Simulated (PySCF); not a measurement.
Borazine, SMILES B1NBNBN1, B3LYP/def2-SVP optimised geometry.

```
12

B     -0.87    -1.27     0.00
N     -1.53     0.00     0.00
B     -0.81     1.24     0.00
N      0.62     1.17     0.00
B      1.33    -0.07     0.00
N      0.56    -1.27     0.00
H     -1.50    -2.30     0.00
H     -2.54     0.03     0.00
H     -1.39     2.30     0.00
H      1.14     2.04     0.00
H      2.54    -0.10     0.00
H      1.04    -2.16     0.00
```

Density from B3LYP/def2-TZVP in PySCF 2.14.0 at that geometry.

Minimum of the electron density along straight lines between bonded atoms, close to the bond critical point (lines longer than 1.1 times the sum of covalent radii, or with two minima, are not listed):

```tsv
bond	length / Å	ρ at the minimum / e bohr⁻³	∇²ρ there / e bohr⁻⁵	position (fraction from the first atom)
B1–N2	1.430	0.204	0.44	0.33
N2–B3	1.430	0.204	0.44	0.67
B3–N4	1.430	0.204	0.44	0.33
N4–B5	1.430	0.204	0.44	0.67
B1–N6	1.430	0.204	0.44	0.33
B5–N6	1.430	0.204	0.44	0.33
B1–H7	1.208	0.181	-0.38	0.44
N2–H8	1.013	0.337	-1.66	0.74
B3–H9	1.208	0.181	-0.38	0.44
N4–H10	1.013	0.337	-1.66	0.74
B5–H11	1.208	0.181	-0.38	0.44
N6–H12	1.013	0.337	-1.66	0.74
```
